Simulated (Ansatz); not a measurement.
Ansatz (a first-principles code) input:

Ansatz 0.2 input:
```yaml
crystal:
  periodic: [false, false, false]
  atoms:
    - {symbol: C, position_ang: [0.01856678, 0.00586762, 0.50929403]}
    - {symbol: Cl, position_ang: [0.82549883, -1.21861678, -0.10606132]}
    - {symbol: Cl, position_ang: [-0.83205181, 1.21654586, -0.07368951]}
basis:
  gaussian:
    orbitals: def2-TZVPD
hamiltonian:
  xc: {name: HSE06}
total_charge: 1
magnetization: {spin_polarized: true, initial_magnetization: 1}
output: {forces: true}
```

Q: Predict the final energy.

A: -957.74348 Eh (HSE06/def2-TZVPD). The basis has 129 functions.
